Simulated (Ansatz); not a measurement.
Relaxation of C₄H₈BFS (15 atoms, charge 0, multiplicity 1), to a largest force component of 0.02 eV/Å in at most 50 steps.

These are results of RKS LDA/6-31G* in Ansatz 0.2.0, not measurements.

```xyz
15
Properties=species:S:1:pos:R:3
B -0.219 -2.188 -1.260
C -0.459 -1.279 0.028
C 0.310 -0.251 0.373
C 1.609 0.190 -0.430
S -0.016 0.623 1.896
C -1.078 1.878 1.094
F -1.524 2.756 2.042
H -0.986 -3.004 -1.506
H 0.618 -1.919 -1.988
H -1.292 -1.536 0.689
H 2.039 1.034 0.082
H 2.278 -0.651 -0.498
H 1.159 0.526 -1.454
H -1.965 1.370 0.627
H -0.495 2.402 0.336
```

Task: Where does it end, and by what steps?

Result: The run converged. After 21 steps the energy has fallen by 1.136 eV; F7 moved furthest, 1.95 Å.

```
step  energy less start (eV)  largest force component (eV/Å)  accepted
   0                  0.0000                           3.981       yes
   1                 -0.2584                           1.572       yes
   2                 -0.4423                           0.676       yes
   3                 -0.4727                           0.479       yes
   4                 -0.4996                           0.145       yes
   5                 -0.5488                           0.614       yes
   6                 -0.5771                           0.930       yes
   7                 -0.6455                           0.682       yes
   8                 -0.7203                           0.354       yes
   9                 -0.7731                           0.554       yes
  10                 -0.8108                           0.891       yes
  11                 -0.8599                           1.036       yes
  12                 -0.9361                           0.840       yes
  13                 -1.0142                           0.410       yes
  14                 -1.0714                           0.319       yes
  15                 -1.1062                           0.392       yes
  16                 -1.1172                           0.242       yes
  17                 -1.1321                           0.130       yes
  18                 -1.1349                           0.089       yes
  19                 -1.1357                           0.070       yes
  20                 -1.1362                           0.048       yes
  21                 -1.1364                           0.008       yes
```

```xyz
15
Properties=species:S:1:pos:R:3
B 0.369 -2.582 -0.993
C -0.521 -1.673 -0.179
C -0.280 -0.346 0.048
C 0.872 0.425 -0.477
S -1.448 0.503 1.048
C -0.773 2.167 1.153
F 0.349 2.231 1.931
H 0.041 -3.728 -1.197
H 1.423 -2.200 -1.456
H -1.442 -2.077 0.278
H 1.355 1.014 0.326
H 1.601 -0.261 -0.938
H 0.544 1.143 -1.256
H -1.576 2.784 1.602
H -0.535 2.549 0.141
```

Time of the run: 40 s on 2 threads of AMD EPYC 7B13 (Zen 3) (shared host), peak memory 0.2 GiB.
